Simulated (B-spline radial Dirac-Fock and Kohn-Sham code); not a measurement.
# The Sb-like isoelectronic sequence (51 electrons), Z = 74 to 82

The computed values come from a B-spline atomic structure program: ΔSCF Dirac-Fock with Breit, self-energy and vacuum polarisation, finite nucleus, configuration average. Binding energies in eV, tabulated ground configurations ([Kr] 4d10 4f5 throughout). The model has no electron correlation.

```tsv
ion	2p1/2	3p1/2	3p3/2	4p3/2	outermost level	NIST ionisation energy
W²³⁺	12256.5	3291.9	2997.9	1082.4	680.9 (4f)	685.6 ± 1.6
Re²⁴⁺	12722.9	3449.1	3134.8	1147.8	734.3 (4f)	760 ± 40
Os²⁵⁺	13200.9	3610.9	3275.1	1215.0	789.3 (4f)	820 ± 40
Ir²⁶⁺	13690.9	3777.1	3418.7	1284.1	846.2 (4f)	870 ± 40
Pt²⁷⁺	14193.0	3947.9	3565.5	1355.0	904.7 (4f)	930 ± 50
Au²⁸⁺	14707.4	4123.3	3715.7	1427.8	965.1 (4f)	990 ± 50
Hg²⁹⁺	15234.5	4303.5	3869.2	1502.4	1027.1 (4f)	1050 ± 50
Tl³⁰⁺	?	?	?	?	?	?
Pb³¹⁺	16327.5	4678.1	4186.2	1657.2	1156.5 (4f)	1180 ± 60
```

Question: Fill in the row of Tl³⁰⁺.

Answer: 2p1/2 15774.4, 3p1/2 4488.4, 3p3/2 4026.0, 4p3/2 1578.9, outermost 1090.9 (4f), NIST 1110 ± 60 eV.

NIST's values are for the lowest levels; a dash marks a value that is missing or belongs to another shell. Their kind here: semi-empirical, theoretical. Where a p, d or f shell is open in either ion the computed value averages over both j values and all terms, while the table refers to the lowest levels; that difference holds spin-orbit splitting (largest in heavy or highly charged ions), term energies where several electrons share open shells, and correlation, and it can reach 10 % or more.
